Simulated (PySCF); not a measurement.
# How methods differ on the excitation energy of Al(2+)

Al(2+) [Ne] 3s1 (2S) → Al(2+) [Ne] 3p1 (2P), as a difference of total energies. Calculation: PySCF 2.14, in aug-cc-pwCVTZ; no relativity, point nucleus. Correlated levels: valence and next inner shell: 1s2 frozen. The calculations carry no spin-orbit coupling.

| method | excitation energy (cm⁻¹) |
| --- | --- |
| UHF | 52859 |
| MP2 (valence and next inner shell) | 53823 |
| SCS-MP2 (valence and next inner shell) | 53592 |
| CCSD (valence and next inner shell) | 53797 |
| CCSD(T) (valence and next inner shell) | 53828 |

A first-order spin-orbit estimate (lowest level to lowest level, LS coupling) adds -0.015 eV.
